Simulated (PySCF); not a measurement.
**Checking a proposed structure**

A compound C$_{3}$H$_{12}$B$_{2}$N$_{2}$ gives the data below (simulated from a calculation) and was assigned the structure `C=C[B@@H-]1[NH2+][BH2-][N@H+]1C`.

$^{13}$C{$^{1}$H} NMR (computed): δ 163.8 (C), 118.3 (CH2), 24.6 (CH3).

$^{1}$H NMR (500 MHz, computed): δ 5.42 (quint, J = 2.2 Hz, 1H), 4.84 (dq, J = 2.6, 1.7 Hz, 1H), 3.64 (br, 1H), 3.46 (br, 1H), 3.20 (br, 1H), 1.80 (t, J = 1.9 Hz, 3H), 1.68 (br s, 2H), 1.46 (br s, 2H).

Relativity neglected, rapidly exchanging positions averaged, no solvent model, one conformer. PBE0-D3(BJ)/def2-SVP geometry; J: B3LYP/pcJ-1 (spin–dipole term only in couplings to heteroatoms); shielding tensors at PBE0/pcSseg-1 (GIAO); PySCF.

References, each an isolated molecule treated in the same way: TMS for $^{1}$H and $^{13}$C.

**Question.** Compare with the shifts computed for the proposed structure, pairing carbons in order of shift.

**Answer.** Atom-mapped SMILES (the numbers label the heavy atoms): `[CH2:1]=[CH:2][B@@H-:3]1[NH2+:4][BH2-:5][N@H+:6]1[CH3:7]`. Hydrogens are named by the atom that carries them.

```tsv
atom	computed for proposal	given list	difference
C2	157.0	163.8	-6.8
C1	123.5	118.3	+5.2
C7	39.4	24.6	+14.8
```

The rms difference is 9.9 ppm and the largest +14.8 ppm at C7 (methyl carbon bonded to N). The carbon types in order of shift don't match either: CH, CH2, CH3 for the proposal against C, CH2, CH3 in the data. The proposal doesn't fit.

**Question.** Which isomer fits?

**Answer.** `C=C(C)[BH-]1[NH2+][BH2-][NH2+]1`.

δC 163.8: fully substituted alkene carbon; as expected for a trigonal carbon in a double bond. δC 118.3: terminal =CH2 carbon; as expected for a trigonal carbon in a double bond. δH 1.80: hydrogen on an allylic methyl carbon; allylic position. δH 1.68, 1.46: hydrogen on a donor nitrogen of a Lewis adduct; exchangeable; this is the value without hydrogen bonding to other molecules. The protons at 3.46 and 3.20 share a coupling of 6.6 Hz (geminal).

The shifts were computed for this structure.

OH/NH shifts are gas-phase values; hydrogen bonding in solution moves them, usually downfield. Hydrogens on boron are broadened and split by $^{11}$B (spin 3/2, 80 %) and 10B (spin 3). A carbon bonded to boron is broadened by the quadrupolar boron nucleus and is often missing from a measured spectrum. Multiplet labels drop couplings under 1 Hz and merge nearly equal ones. Shifts are as computed. Against solution values, carbons near 30 ppm lie about +2 ppm off and those near 130 ppm about +5 ppm. Of 1313 compounds with measured shifts, 239 miss one by over three times the rms of a fit or turn the order of signals round; such compounds aren't used in these exercises. Couplings to exchangeable protons are dropped.
